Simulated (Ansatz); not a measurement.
One change: `C[O][GeH]([SH])[O]C` becomes `C[O][GeH]([NH]C(C)C)[O]C`.

Ansatz, PBE0-D4/def2-TZVP geometries, multiplicity 1. Each molecule was computed in one conformer, which needn't be the lowest.

Scalar relativity is left out up to krypton.

```csv
property,`C[O][GeH]([SH])[O]C`
LUMO energy (ωB97M-V/def2-TZVPP) / eV,2.14
LUMO energy (PBE0/def2-TZVPP) / eV,0.18
HOMO energy (PBE0/def2-TZVPP) / eV,-7.65
size of the dipole moment (ωB97M-V/def2-TZVPP) / D,1.28
HOMO–LUMO gap (PBE/def2-TZVPP) / eV,5.49
LUMO energy (PBE/def2-TZVPP) / eV,-0.85
```

Question: Give the same properties after the change, and the shifts. (An estimate is asked.)

Answer: Computed: 
```tsv
property	`C[O][GeH]([NH]C(C)C)[O]C`	shift
LUMO energy (ωB97M-V/def2-TZVPP) / eV	2.26	0.12
LUMO energy (PBE0/def2-TZVPP) / eV	0.82	0.64
HOMO energy (PBE0/def2-TZVPP) / eV	-6.88	0.77
size of the dipole moment (ωB97M-V/def2-TZVPP) / D	2.90	1.62
HOMO–LUMO gap (PBE/def2-TZVPP) / eV	5.46	-0.03
LUMO energy (PBE/def2-TZVPP) / eV	-0.04	0.81
```

With PBE0 the HOMO rises by 0.77 eV and the LUMO rises by 0.64 eV, so the gap narrows by about 0.13 eV. PBE moves the HOMO by 0.84 eV and ωB97M-V by 0.63 eV. Dipoles are sizes alone; their direction can turn.
